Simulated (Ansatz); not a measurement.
`ClC1=CCB1`, charge 0, multiplicity 1.

(1) Give a relaxed structure at PBE0-D4/def2-TZVP (Ansatz 0.2.0). (An estimate is asked.)

Results:

(1) Ansatz gave: 
Cartesian coordinates in Å:
```
Cl -0.079 2.233 -1.739
C -0.224 0.930 -0.669
C 0.356 -0.300 -0.701
C -0.256 -0.971 0.495
B -0.263 0.592 0.795
H 1.206 -0.637 -1.292
H 0.389 -1.629 1.077
H -1.217 -1.435 0.287
H 0.087 1.217 1.747
```
This is one stationary point; other conformers may exist.
